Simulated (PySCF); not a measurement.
Cs³⁰⁺: ionisation energy

Cs³⁰⁺ [Ar] 3d7 (4F) → Cs³¹⁺ [Ar] 3d6 (5D), as a difference of total energies. Calculation: PySCF 2.14, in an even-tempered Gaussian basis (19 s from 4.1 bohr⁻², ratio 2.5; 13 p from 5.4 bohr⁻², ratio 2.5; 8 d from 5.4 bohr⁻², ratio 2.5; 4 f from 24 bohr⁻², ratio 2.7; 3 g from 36 bohr⁻², ratio 2.7); the spin-free X2C one-electron Hamiltonian (Gaussian nucleus). Correlated levels: outer shells: [Ne] frozen; virtual orbitals above 40 to 60 times the deepest correlated orbital energy dropped. The calculations carry no spin-orbit coupling.

```tsv
method	ionisation energy (eV)
UHF	1849.2
LDA	1849.8
PBE	1850.3
PBE0	1850.5
r2SCAN	1851.5
B97-3	1850.7
r2SCANh	1851.5
MP2 (outer shells)	1850.4
SCS-MP2 (outer shells)	1850.5
```

A first-order spin-orbit estimate (lowest level to lowest level, LS coupling) adds 2.968 eV.

Breit and QED terms and the two-electron picture change are absent.

For comparison: 1848 ± 4 eV (theoretical estimate listed by NIST; NIST Atomic Spectra Database, ionization energies).
